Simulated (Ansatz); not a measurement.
C2H5BO (`BCC=O`), relaxed with RKS PBE-D4/def2-SVP in Ansatz 0.2.0 from a rough embedded geometry. The force threshold is 0.03 eV/Å; the program also tests the step.

Total charge 0; spin multiplicity 1.

Start:

```xyz
9

B     0.796    0.980    0.146
C    -0.026   -0.094   -0.579
C    -0.811   -0.903    0.388
O    -1.711   -0.526    0.967
H     1.479    1.790   -0.457
H     0.758    1.152    1.367
H     0.710   -0.762   -1.130
H    -0.678    0.351   -1.307
H    -0.516   -1.989    0.605
```

| step | energy (eV) | largest force (eV/Å) | largest move (Å) |
| --- | --- | --- | --- |
| 1 | -4867.3500 | 7.718 | 0.000 |
| 2 | -4867.7915 | 0.925 | 0.110 |
| 3 | -4867.8173 | 0.602 | 0.068 |
| 4 | -4867.8259 | 0.438 | 0.131 |
| 5 | -4867.8435 | 0.205 | 0.057 |
| 6 | -4867.8529 | 0.254 | 0.141 |
| 7 | -4867.8569 | 0.186 | 0.109 |
| 8 | -4867.8633 | 0.137 | 0.025 |
| 9 | -4867.8650 | 0.439 | 0.130 |
| 10 | -4867.8671 | 0.316 | 0.040 |
| 11 | -4867.8716 | 0.172 | 0.058 |
| 12 | -4867.8736 | 0.129 | 0.025 |
| 13 | -4867.8739 | 0.074 | 0.014 |
| 14 (rejected) | -4867.8737 | 0.129 | 0.016 |
| 15 | -4867.8745 | 0.017 | 0.008 |

End:

```xyz
9

B     0.834    1.017    0.150
C     0.021   -0.141   -0.521
C    -0.804   -1.001    0.403
O    -1.794   -0.631    1.002
H     1.768    1.519   -0.446
H     0.483    1.465    1.223
H     0.582   -0.719   -1.282
H    -0.687    0.547   -1.064
H    -0.403   -2.054    0.535
```

Hardware: 2 threads of an Arm Neoverse V2 on a shared host. Wall time 16 s, peak host memory 0.12 GiB.
